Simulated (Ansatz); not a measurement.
```yaml
crystal:
  periodic: [false, false, false]
  atoms:
    - {symbol: C, position_ang: [-0.508815, 0.993787, -0.917018]}
    - {symbol: Si, position_ang: [0.912213, -0.230453, -0.362167]}
    - {symbol: N, position_ang: [0.324554, -1.053513, 1.056578]}
    - {symbol: F, position_ang: [0.685983, -1.407676, -1.351344]}
    - {symbol: H, position_ang: [-0.219098, 1.485873, -1.659028]}
    - {symbol: H, position_ang: [-0.548747, 1.612805, 0.309092]}
    - {symbol: H, position_ang: [-1.454605, 0.472707, -0.700807]}
    - {symbol: H, position_ang: [0.268676, -0.213650, 1.861574]}
    - {symbol: H, position_ang: [0.862033, -1.902633, 1.645349]}
basis:
  gaussian: {orbitals: pcseg-2}
magnetization: {spin_polarized: true, initial_magnetization: 1}
hamiltonian: {xc: {name: r2SCAN0}, dispersion: d3bjatm}
output: {forces: true}
```

```sh
$ ansatz run in.yaml --threads 4 --pin off --events-out ev --progress --plain --max-ram 10444MiB
```

It prints (some lines left out):

```
Functional definition: r2SCAN0
1022 factors; their error is unknown
mean field evaluation 1: about -13188.7128 eV, gradient 5.3e1 eV
mean field evaluation 2: about -13176.5062 eV, gradient 7.0e1 eV
mean field evaluation 4: about -13200.1635 eV, gradient 4.9e0 eV
mean field evaluation 8: about -13200.2760 eV, gradient 1.4e-1 eV
mean field evaluation 16: about -13200.2978 eV, gradient 9.6e-4 eV
mean field -13200.29779498 eV, -485.1019964825 hartree, gradient 2.4e-5 eV, S^2 0.755170; 0 other end points of the search recorded, 0 dependent functions left out
reference -13200.29780927 eV, -485.1019970075 hartree; 21, 20 occupied and 173, 174 virtual orbitals, 1022 factors
Total energy: -13200.35048532 eV, -485.1039328165 hartree
Atom 0 at    -0.508815     0.993787    -0.917018 Å, force    -1.166410    -3.948689    12.379377 eV/Å
Atom 1 at     0.912213    -0.230453    -0.362167 Å, force    -1.825057     0.351473     0.449212 eV/Å
Atom 2 at     0.324554    -1.053513     1.056578 Å, force     1.863166     0.934406     5.746324 eV/Å
Atom 3 at     0.685983    -1.407676    -1.351344 Å, force     0.613362    -1.422703    -1.742816 eV/Å
Atom 4 at    -0.219098     1.485873    -1.659028 Å, force     1.411999     4.655426    -6.120433 eV/Å
Atom 5 at    -0.548747     1.612805     0.309092 Å, force     0.417171    -0.871921    -4.063333 eV/Å
Atom 6 at    -1.454605     0.472707    -0.700807 Å, force     0.445280     0.163736    -1.428404 eV/Å
Atom 7 at     0.268676    -0.213650     1.861574 Å, force     0.051269    -3.124957    -2.581216 eV/Å
Atom 8 at     0.862033    -1.902633     1.645349 Å, force    -1.810781     3.263229    -2.638709 eV/Å
Dipole moment:     0.154968     0.216511     0.401740 e Å
```

Hardware: 4 threads of an Arm Neoverse V2 on a shared host. Wall time 6.5 s, peak host memory 0.53 GiB.
